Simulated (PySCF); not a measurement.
An unknown is described by computed data only.

Formula: C7H10O.

| Item | Value |
| --- | --- |
| Polarisability | 79.3 au [PBE0/def2-SVPD] |
| 13C NMR | chemical shifts (computed TMS as zero) by class: 212.0 (1 C), 67.5 (1 C), 51.1 (1 C), 49.5 (1 C), 43.0 (1 C), 38.3 (1 C), 18.5 (1 C) ppm [GIAO PBE0/pcSseg-1] |
| 1H NMR | chemical shifts (computed TMS as zero) by class: 10.70 (1 H), 2.92 (1 H), 1.97 (1 H), 1.85 (1 H), 1.58 (3 H), 1.50 (1 H), 1.49 (1 H), 1.45 (1 H) ppm [GIAO PBE0/pcSseg-1] |
| Rotational structure | rotational constants A, B, C: 3.579, 1.709, 1.429 GHz [GFN2-xTB] |
| NMR, other nuclei | isotropic shieldings of nuclei other than C and H, by class: -399 (1 O) ppm [GIAO PBE0/pcSseg-1] |
| UV, strongest line | among the 6 lowest singlet transitions: S6 at 7.28 eV (170 nm, f = 0.034) [TDDFT PBE0/def2-SVPD] |

The electronic properties come from PySCF, for the isolated species, density fitting. Levels stand in brackets. The structure is a single GFN2-xTB conformer in the gas phase; no vibrational or solvent corrections. NMR values are class means; diastereotopic atoms form classes of their own.

Question: Propose a structure and show how it fits.

Answer: Numbering: `[CH3:1][C@:2]12[CH2:3][C@H:4]([CH2:5]1)[C@@H:6]2[CH:7]=[O:8]`. Its formula, C7H10O, gives 3 degrees of unsaturation: 2 rings and 1 π bond in the structure found. 7 carbons fall into 7 classes; from least to most shielded: aldehyde carbon [C7] (212.0 ppm), sp3 carbon next to a carbonyl [C6] (67.5 ppm), four-membered-ring carbon [C3] (51.1 ppm), four-membered-ring carbon [C5] (49.5 ppm), sp3 carbon at a ring junction [C2] (43.0 ppm), sp3 carbon at a ring junction [C4] (38.3 ppm), methyl carbon [C1] (18.5 ppm). Hydrogen classes from least to most shielded: 1 H on an aldehyde carbon, C7 (10.70 ppm), 1 H on an sp3 carbon at a ring junction, C4 (2.92 ppm), 1 H on an sp3 carbon next to a carbonyl, C6 (1.97 ppm), 1 H on a four-membered-ring carbon, C5 (1.85 ppm), 3 H on a methyl carbon, C1 (1.58 ppm), 1 H on a four-membered-ring carbon, C5 (1.50 ppm), 1 H on a four-membered-ring carbon, C3 (1.49 ppm), 1 H on a four-membered-ring carbon, C3 (1.45 ppm). The other shieldings belong to: -399 ppm, aldehyde oxygen [O8]. The optimised geometry has point group C1 and is an asymmetric top. Structure: `C[C@]12C[C@H](C1)[C@@H]2C=O`. Computed isomers that give other values at the same levels: `COC1=CCC(C)=C1` (rotational constant A: 6.064 GHz; this holds for the one conformer computed); `O=C1C[C@@H]2CC[C@H]1C2` (13C chemical shifts (computed TMS as zero) by class: 219.8 (1 C), 52.6 (1 C), 47.5 (1 C), 39.1 (1 C), 38.3 (1 C), 30.6 (1 C), 27.1 (1 C) ppm); `OC[C@@]12C=CC[C@@H]1C2` (13C chemical shifts (computed TMS as zero) by class: 144.5 (1 C), 135.6 (1 C), 71.1 (1 C), 44.8 (1 C), 41.0 (1 C), 23.5 (1 C), 23.3 (1 C) ppm). The assignments are read from this structure; whether some other isomer fits the data as well wasn't checked. The mirror image fits equally.

Conformer computed: `[CH3:1][C@:2]12[CH2:3][C@H:4]([CH2:5]1)[C@@H:6]2[CH:7]=[O:8]`: C4–C6–C7–O8 66°.
